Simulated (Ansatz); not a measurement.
Frontier orbitals of `C[O][Sb]([SiH3])[Cl]`.

```json
{"atom": "C1", "x (Å)": "1.709", "y (Å)": "1.135", "z (Å)": "0.997"}
{"atom": "O2", "x (Å)": "0.433", "y (Å)": "0.699", "z (Å)": "0.582"}
{"atom": "Sb3", "x (Å)": "0.165", "y (Å)": "0.230", "z (Å)": "-1.301"}
{"atom": "Si4", "x (Å)": "-2.112", "y (Å)": "-0.839", "z (Å)": "-0.674"}
{"atom": "Cl5", "x (Å)": "1.254", "y (Å)": "-1.880", "z (Å)": "-1.287"}
{"atom": "H6", "x (Å)": "1.607", "y (Å)": "1.558", "z (Å)": "1.999"}
{"atom": "H7", "x (Å)": "2.123", "y (Å)": "1.910", "z (Å)": "0.339"}
{"atom": "H8", "x (Å)": "2.420", "y (Å)": "0.302", "z (Å)": "1.042"}
{"atom": "H9", "x (Å)": "-2.592", "y (Å)": "-1.637", "z (Å)": "-1.833"}
{"atom": "H10", "x (Å)": "-1.904", "y (Å)": "-1.708", "z (Å)": "0.510"}
{"atom": "H11", "x (Å)": "-3.103", "y (Å)": "0.229", "z (Å)": "-0.374"}
```

The species carries charge 0 and has multiplicity 1. Correlated methods include outer-core shells of Sb, which these sets cover unevenly. Sb takes the def2 core potential. Geometry: relaxed with PBE0-D4/def2-TZVP. It is one conformer, not always the lowest. Basis def2-TZVPP, Ansatz.

| functional | HOMO (eV) | LUMO (eV) | gap (eV) |
| --- | --- | --- | --- |
| PBE | -5.94 | -2.26 | 3.68 |
| PBE0 | -7.02 | -1.51 | 5.51 |
| BHLYP | -7.95 | -0.66 | 7.29 |
| LC-ωPBE | -9.44 | 0.60 | 10.04 |
| ωB97M-V | -9.01 | 0.31 | 9.32 |

From PBE to PBE0 the HOMO moves by −1.07 eV and the LUMO by +0.76 eV, and with ωB97M-V by −3.07 and +2.58 eV, so the gap grows from 3.68 to 9.33 eV with exact exchange. A positive LUMO is unbound and depends on the basis.

LC-ωPBE has ω = 0.4 bohr⁻¹.
